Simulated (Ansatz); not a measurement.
Total energies of C₂H₅NOSi (`O=C=NC[SiH3]`).

```tsv
atom	x (Å)	y (Å)	z (Å)
O1	-1.1276	1.3675	2.7366
C2	-0.4293	1.1348	1.8287
N3	0.3832	0.9162	0.9796
C4	0.4770	0.6059	-0.4155
Si5	-0.0674	-1.1737	-0.7771
H6	1.5160	0.7328	-0.7291
H7	-0.1188	1.3069	-1.0099
H8	-1.4805	-1.3409	-0.3509
H9	0.7936	-2.1203	-0.0257
H10	0.0536	-1.4293	-2.2368
```

The species carries charge 0 and has multiplicity 1. Geometry: relaxed with PBE0-D4/def2-TZVP. It is one conformer, not always the lowest. Basis def2-TZVPP, Ansatz 0.2.0.

RPA on PBE orbitals: Hartree–Fock energy of these orbitals -496.91465 Eh, correlation -1.40845 Eh (frozen core).

| functional | kind | energy without D4 (Eh) | D4 term (kJ/mol) |
| --- | --- | --- | --- |
| LDA (SPW92) | LDA | -495.90116 | – |
| PBE | GGA | -498.37962 | -18.8 |
| revPBE | GGA | -498.65511 | -59.6 |
| BLYP | GGA | -498.71658 | -41.5 |
| r2SCAN | meta-GGA | -498.63271 | -4.7 |
| B97M-V | meta-GGA with VV10 | -498.66696 | – |
| PBE0 | global hybrid, 25 % exact exchange | -498.41002 | -15.8 |
| B3LYP | global hybrid, 20 % | -498.79927 | -30.1 |
| r2SCANh | meta-GGA hybrid, 10 % | -498.61725 | -5.0 |
| r2SCAN0 | meta-GGA hybrid, 25 % | -498.59538 | -5.5 |
| HSE06 (plane-wave form) | screened hybrid | -498.39291 | -14.7 |
| BHLYP | global hybrid, 50 % | -498.65143 | -22.1 |
| CAM-B3LYP | range-separated hybrid | -498.68649 | -16.0 |
| LC-ωPBE | long-range corrected hybrid | -498.54186 | – |
| ωB97X-V | range-separated hybrid GGA with VV10 | -498.65765 | – |
| ωB97M-V | range-separated hybrid meta-GGA with VV10 | -498.67243 | – |
| B2PLYP | double hybrid | -498.49353 | – |
| PBE-QIDH | double hybrid | -498.29000 | – |

B3LYP takes the VWN-RPA correlation (the form of Gaussian; ORCA's B3LYP/G). HSE06 is the plane-wave form, built on full-range PBE exchange. The double hybrids freeze the cores in their second-order part.

LC-ωPBE has ω = 0.4 bohr⁻¹.
